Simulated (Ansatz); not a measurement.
Reaction (isomerisation): `[OH][Al]1[CH2][NH]1` → `C1[NH][AlH][O]1`

Calculated with Ansatz (gas phase, PBE0-D4/def2-TZVP geometries, no zero-point term in ΔE). CBS: MP2 limit from def2 TZ/QZ plus the TZ coupled-cluster correction, frozen cores. DFT in def2-TZVPP. One conformer a species, not always the lowest.

`[OH][Al]1[CH2][NH]1`:

Cartesian coordinates in Å:
```
O 0.343 -1.895 1.522
Al 0.163 -0.603 0.462
C 0.545 0.716 -0.851
N -0.833 0.624 -0.206
H -0.332 -2.241 2.102
H 1.099 1.632 -0.634
H 0.571 0.501 -1.923
H -1.558 1.266 -0.473
```

`C1[NH][AlH][O]1`:

Cartesian coordinates in Å:
```
C -0.868 -0.311 -0.001
N 0.532 -0.725 0.131
Al 0.969 0.965 -0.086
O -0.756 1.095 -0.195
H -1.458 -0.517 0.902
H -1.365 -0.769 -0.867
H 0.761 -1.689 0.280
H 2.186 1.951 -0.163
```

| level | ΔE (kJ/mol) |
| --- | --- |
| LDA (SPW92) | -58.8 |
| revPBE-D4 | -53.2 |
| r2SCAN0-D4 | -54.1 |
| r2SCAN0 | -53.8 |

(1) What does CCSD(T)/CBS give? (Estimate.)

Largest T1 diagnostic among the species: 0.014.

Results:

(1) Computed: -47.6 kJ/mol. The listed levels differ from it by -11.2, -5.6, -6.5, -6.2 kJ/mol.

From BLYP to BHLYP (50 % exact exchange), in def2-TZVPP and without D4, ΔE moves by −12.7 kJ/mol. Leaving LDA and LC-ωPBE aside and taking each functional with its dispersion term where it has one, the values, not all of them listed here, spread over 12.8 kJ/mol, from B97M-V to BLYP-D4. LDA lies −10.0 kJ/mol from PBE without D4. At CCSD(T), def2-SVP lies −18.9 kJ/mol from the extrapolated value and def2-TZVPP −3.2 kJ/mol.
